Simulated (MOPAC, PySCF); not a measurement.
H2BBr, SMILES `BBr`, neutral singlet in the gas phase. 

Cartesian coordinates (Å):
SMILES: BBr
```xyz
4

B     -0.1921     0.0079     0.0740
Br     1.6671    -0.0682    -0.2638
H     -0.6631     1.0635     0.3503
H     -0.8120    -1.0032    -0.0042
```
Charge 0, multiplicity 1.

All levels are single points at this geometry (PBE0-D4/def2-TZVP); Pople sets use spherical d functions. Orbital energies aren't observables, and empty levels follow the basis.

```tsv
level	HOMO (eV)	LUMO (eV)	gap (eV)	dipole (D)	vertical IE, Delta-SCF (eV)
PBE0-D4/def2-TZVP in PySCF	-8.22	-2.01	6.22	0.54	10.76
B3LYP/6-31G* in PySCF	-7.87	-1.94	5.93	0.63	10.76
B3LYP/LANL2DZ in PySCF	-7.87	-2.22	5.65	0.87	–
M06-2X/6-31G* in PySCF	-9.38	-0.80	8.58	0.83	–
SVWN5/6-31G* in PySCF	-6.92	-3.02	3.90	0.46	10.67
PM3 in MOPAC	-11.66	-0.56	11.10	1.19	–
```
